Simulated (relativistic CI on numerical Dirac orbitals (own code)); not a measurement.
# Au XLV: computed level list

Method of calculation: Dirac-Coulomb-Breit CI, KLI orbitals optimised for each configuration, QED by a radiative potential, unscaled Slater integrals (own radial code, finite nucleus).

Configurations in the expansion (outside the closed core [Ar] 3d10): 4s²4p⁵, 4s4p⁶, 4s²4p⁴4d, 4s4p⁵4d, 4s²4p⁴4f, 4s4p⁵4f, 4p⁶4d, 4s4p⁴4d², 4s²4p³4d4f, 4p⁶4f, 4p⁵4d4f, 4s4p⁴4f², 4s²4p⁴5s, 4p⁶5s, 4s²4p⁴5p, 4s4p⁴4d5s, 4s²4p³4f5s, 4s4p⁵5s, 4s²4p⁴5d, 4s4p⁵5p, 4s²4p⁴5f, 4s²4p⁴5g, 4s4p⁵5d, 4p⁵4f5s, 4s4p⁵5f, 4s²4p⁴6s, 4s4p⁵5g, 4s²4p³4d², 4s²4p²4d³, 4s4p³4d³, 4s²4p²4d²4f, 4s4p³4d²4f, 4s²4p²4d²5s, 4p⁵4d², 4p⁴4d³, 4p⁴4d²4f, 4p⁴4d²5s, 4p⁵4d5s, 4p⁴4d4f5s, 4p⁴4d5s², 4s²4p³5s², 4s²4p²4d5s², 4s4p³4d5s², 4s²4p²4f5s², 4s4p³4f5s². Double excitations out of closed p, d and f shells are left out; levels of such configurations are missing from the list, as are those of other unlisted configurations, and high levels can miss mixing partners. These lack a partner that the ground configuration has and come out too high: 4s²4p⁴5p, 4s4p⁵5s, 4s²4p⁴5d, 4s4p⁵5p, 4s²4p⁴5f.

The lowest level is 4s²4p⁵ ²P°3/2, with 99 % of that term; Hund's rules for 4s²4p⁵ give ²P° with J = 3/2, in agreement.

```
No.    Configuration  Term     J  E (10³ cm⁻¹)   %  Landé g      jj configuration (%)
  1           4s²4p⁵   ²P°   3/2           0.0  99    1.328              4p3/2^3 (99)
  2           4s²4p⁵   ²P°   1/2        1065.6  99    0.658        4p1/2 4p3/2^4 (99)
  3        4p⁴(3P)4d    ⁴D   3/2        1349.8  36    1.177        4p3/2^2 4d3/2 (99)
  4        4p⁴(3P)4d    ⁴D   5/2        1373.3  41    1.200        4p3/2^2 4d3/2 (94)
  5        4p⁴(3P)4d    ⁴P   1/2        1374.6  48    1.670        4p3/2^2 4d3/2 (96)
  6        4p⁴(3P)4d    ²F   7/2        1394.2  33    1.118        4p3/2^2 4d3/2 (98)
  7        4p⁴(1S)4d    ²D   3/2        1468.4  62    0.850        4p3/2^2 4d3/2 (96)
  8        4p⁴(3P)4d    ²F   7/2        1582.0  47    1.249        4p3/2^2 4d5/2 (98)
  9        4p⁴(3P)4d    ⁴F   9/2        1592.9  68    1.259        4p3/2^2 4d5/2 (99)
 10        4p⁴(3P)4d    ²P   1/2        1606.2  52    1.255        4p3/2^2 4d5/2 (91)
 11        4p⁴(1S)4d    ²D   5/2        1708.8  53    1.214        4p3/2^2 4d5/2 (99)
 12        4p⁴(3P)4d    ²P   3/2        1752.2  35    1.185        4p3/2^2 4d5/2 (93)
 13        4p⁴(3P)4d    ²D   5/2        1780.6  48    1.160        4p3/2^2 4d5/2 (90)
 14            4s4p⁶    ²S   1/2        2048.4  79    2.000                   4s (79)
 15        4p⁴(3P)4d    ⁴D   1/2        2367.1  79    0.194  4p1/2 4p3/2^3 4d3/2 (97)
 16        4p⁴(3P)4d    ⁴D   3/2        2411.5  33    0.958  4p1/2 4p3/2^3 4d3/2 (95)
 17        4p⁴(3P)4d    ⁴F   5/2        2447.9  47    0.987  4p1/2 4p3/2^3 4d3/2 (98)
 18        4p⁴(1D)4d    ²G   7/2        2457.4  59    1.004  4p1/2 4p3/2^3 4d3/2 (98)
 19        4p⁴(1D)4d    ²P   3/2        2612.7  51    1.284  4p1/2 4p3/2^3 4d3/2 (89)
 20        4p⁴(3P)4d    ²D   5/2        2612.9  54    1.148  4p1/2 4p3/2^3 4d3/2 (94)
 21        4p⁴(1D)4d    ²S   1/2        2618.3  38    1.789  4p1/2 4p3/2^3 4d3/2 (85)
 22        4p⁴(3P)4d    ⁴D   7/2        2620.7  43    1.298  4p1/2 4p3/2^3 4d5/2 (99)
 23        4p⁴(3P)4d    ²P   3/2        2657.3  48    1.239  4p1/2 4p3/2^3 4d5/2 (95)
 24        4p⁴(3P)4d    ²F   5/2        2675.6  46    1.135  4p1/2 4p3/2^3 4d5/2 (98)
 25        4p⁴(1D)4d    ²G   9/2        2677.9  68    1.175  4p1/2 4p3/2^3 4d5/2 (99)
 26        4p⁴(1D)4d    ²D   5/2        2703.2  52    1.241  4p1/2 4p3/2^3 4d5/2 (97)
 27        4p⁴(1D)4d    ²F   7/2        2740.3  75    1.145  4p1/2 4p3/2^3 4d5/2 (98)
 28  4p³(2P°)4d²(3F)   ⁴F°   3/2        2765.1  29    0.879        4p3/2 4d3/2^2 (97)
 29  4p³(2P°)4d²(3F)   ⁴D°   1/2        2788.3  45    0.167        4p3/2 4d3/2^2 (95)
 30  4p³(2P°)4d²(3F)   ⁴F°   5/2        2789.7  25    0.994        4p3/2 4d3/2^2 (93)
 31  4p³(2P°)4d²(3F)   ²G°   7/2        2804.5  22    1.066        4p3/2 4d3/2^2 (94)
 32        4p⁴(3P)4d    ²D   3/2        2869.6  66    0.848  4p1/2 4p3/2^3 4d5/2 (88)
 33  4p³(2P°)4d²(3P)   ⁴P°   3/2        2877.4  18    1.443        4p3/2 4d3/2^2 (90)
 34        4p⁴(3P)4d    ²P   1/2        2917.7  69    1.059  4p1/2 4p3/2^3 4d5/2 (91)
 35  4p³(2P°)4d²(3F)   ⁴G°   9/2        2995.4  31    1.193    4p3/2 4d3/2 4d5/2 (98)
 36        4s²4p³4d²   ²F°   7/2        3003.8  24    1.185    4p3/2 4d3/2 4d5/2 (95)
 37  4p³(2D°)4d²(3P)   ⁴P°   1/2        3029.7  46    1.837    4p3/2 4d3/2 4d5/2 (89)
 38  4p³(2P°)4d²(3F)   ⁴D°   3/2        3029.8  30    1.193    4p3/2 4d3/2 4d5/2 (88)
 39  4p³(2P°)4d²(3F)   ²F°   5/2        3037.8  23    1.066    4p3/2 4d3/2 4d5/2 (90)
 40  4p³(4S°)4d²(3P)   ⁶P°   5/2        3042.8  24    1.462    4p3/2 4d3/2 4d5/2 (97)
 41  4p³(2P°)4d²(3F)   ⁴G°  11/2        3056.9  37    1.181    4p3/2 4d3/2 4d5/2 (91)
 42        4s²4p³4d²   ²F°   7/2        3059.8  28    1.166    4p3/2 4d3/2 4d5/2 (88)
 43  4p³(2P°)4d²(1G)   ²G°   9/2        3109.9  27    1.068    4p3/2 4d3/2 4d5/2 (68)
 44  4p³(2P°)4d²(3F)   ²G°   7/2        3116.2  17    1.110    4p3/2 4d3/2 4d5/2 (78)
 45  4p³(2P°)4d²(3P)   ²D°   5/2        3129.6  22    1.133    4p3/2 4d3/2 4d5/2 (84)
 46  4p³(2P°)4d²(1D)   ²P°   3/2        3149.8  25    1.115    4p3/2 4d3/2 4d5/2 (89)
 47  4p³(2P°)4d²(1G)   ²F°   5/2        3172.0  30    0.991    4p3/2 4d3/2 4d5/2 (77)
 48  4p³(2D°)4d²(3P)   ⁴F°   3/2        3174.6  20    1.076    4p3/2 4d3/2 4d5/2 (73)
 49  4p³(2P°)4d²(3P)   ²P°   1/2        3186.7  31    0.599    4p3/2 4d3/2 4d5/2 (64)
 50        4p⁴(1D)4f   ²F°   5/2        3215.6  34    1.006        4p3/2^2 4f5/2 (69)
 51        4p⁴(1D)4f   ²D°   3/2        3247.4  25    0.946        4p3/2^2 4f5/2 (62)
 52  4p³(2P°)4d²(3F)   ⁴G°  11/2        3249.2  27    1.211        4p3/2 4d5/2^2 (65)
 53  4p³(2P°)4d²(1D)   ²D°   5/2        3251.4  20    1.230        4p3/2 4d5/2^2 (70)
 54        4p⁴(3P)4f   ⁴F°   7/2        3252.3  36    1.184        4p3/2^2 4f5/2 (40)
 55        4p⁴(3P)4f   ⁴F°   9/2        3286.0  27    1.237        4p3/2^2 4f7/2 (54)
 56        4p⁴(3P)4f   ⁴D°   1/2        3287.8  29    0.987        4p3/2^2 4f5/2 (43)
 57  4p³(2P°)4d²(3P)   ⁴D°   7/2        3289.4  24    1.230        4p3/2 4d5/2^2 (79)
 58          4s4p⁵4d   ⁴P°   1/2        3328.2  54    1.762     4s 4p3/2^3 4d3/2 (54)
 59        4p⁴(3P)4f   ²D°   3/2        3345.0  35    1.136        4p3/2^2 4f7/2 (66)
 60        4p⁴(1S)4f   ²F°   5/2        3359.6  31    1.093        4p3/2^2 4f5/2 (34)
 61        4p⁴(3P)4f   ²F°   7/2        3361.5  28    1.162        4p3/2^2 4f7/2 (43)
 62  4p³(2P°)4d²(3F)   ⁴F°   9/2        3365.0  22    1.195        4p3/2 4d5/2^2 (32)
 63  4p³(2P°)4d²(1D)   ²P°   1/2        3389.7  42    0.808        4p3/2 4d5/2^2 (83)
 64        4p⁴(3P)4f   ⁴G°  11/2        3399.3  45    1.192        4p3/2^2 4f7/2 (66)
 65          4s4p⁵4d   ⁴P°   3/2        3404.0  45    1.452     4s 4p3/2^3 4d3/2 (50)
 66        4p⁴(3P)4f   ²G°   9/2        3405.8  35    1.077        4p3/2^2 4f5/2 (46)
 67  4p³(2P°)4d²(3F)   ²D°   5/2        3434.6  18    1.148        4p3/2 4d5/2^2 (61)
 68  4p³(2P°)4d²(1S)   ²P°   3/2        3456.8  28    1.284        4p3/2 4d5/2^2 (84)
 69          4s4p⁵4d   ⁴F°   7/2        3464.3  29    1.146     4s 4p3/2^3 4d3/2 (50)
 70        4p⁴(1S)4f   ²F°   7/2        3466.9  44    1.167        4p3/2^2 4f7/2 (76)
```

Energies count from the lowest computed level; ° marks odd parity. Percentages are summed over parent terms; the parents shown are those of the largest component, closed shells are left out there. Filled j subshells are mostly left out of the jj labels.

The mean weight of the leading LS term, summed over parents, in these 70 levels is 41 %, and that of the leading jj configuration (from the same eigenvectors) 82 %, so jj coupling describes them better and the LS labels are nominal.

At this charge energies of transitions that change n are usually good to better than 1 %, and those within a shell (Δn = 0) to a few per cent.

LS names give the leading component of a level, which can be under half, so a name can repeat, a term be missing and a line seem to break the LS rules.
